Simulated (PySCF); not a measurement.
CHF2NOSi. Atoms are numbered in the order given.

```xyz
7

Si    -0.9251    -0.3635     0.0000
F     -1.5312     0.3737     1.2947
F     -1.5312     0.3737    -1.2947
N      0.7593    -0.1735     0.0000
C      1.9484     0.0041     0.0000
O      3.1035     0.1660     0.0000
H     -1.3206    -1.7755     0.0000
```

Coordinates come from a B3LYP-D3(BJ)/def2-SVP optimisation. This is a generated structure with no PubChem entry under its InChIKey; it may be hypothetical. The values are those of a single conformer.

Computed with TDA-B3LYP/def2-SVPD (PySCF).

Vertical excitations. The molecule is in vacuum. State labels are in the subgroup Cs.

```tsv
state	symmetry	energy (eV)	λ (nm)	f	main pairs
S1	A"	7.21	172	0.001	HOMO→LUMO 86 %
S2	A'	7.39	168	0.000	HOMO−1→LUMO 51 %, HOMO→LUMO+1 45 %
S3	A"	7.42	167	0.000	HOMO−1→LUMO+1 85 %
S4	A'	8.17	152	0.007	HOMO→LUMO+2 98 %
S5	A"	8.20	151	0.005	HOMO−1→LUMO+2 98 %
S6	A'	9.08	137	0.590	HOMO→LUMO+1 36 %, HOMO−1→LUMO 25 %, HOMO→LUMO+3 23 %, HOMO−1→LUMO+5 8 %
S7	A"	9.33	133	0.000	HOMO−1→LUMO+3 85 %
S8	A"	9.43	131	0.029	HOMO−2→LUMO 45 %, HOMO→LUMO+5 43 %, HOMO−1→LUMO+3 7 %
S9	A'	9.44	131	0.059	HOMO→LUMO+3 50 %, HOMO−1→LUMO+5 40 %
S10	A"	9.55	130	0.010	HOMO−2→LUMO 48 %, HOMO→LUMO+5 46 %
T1	A'	6.57	189	0	HOMO−1→LUMO 52 %, HOMO→LUMO+1 34 %
T2	A"	6.84	181	0	HOMO→LUMO 62 %, HOMO−1→LUMO+1 28 %
T3	A'	6.85	181	0	HOMO→LUMO+1 52 %, HOMO−1→LUMO 37 %
T4	A"	7.26	171	0	HOMO−1→LUMO+1 62 %, HOMO→LUMO 32 %
```
Triplets are in the Tamm–Dancoff approximation.
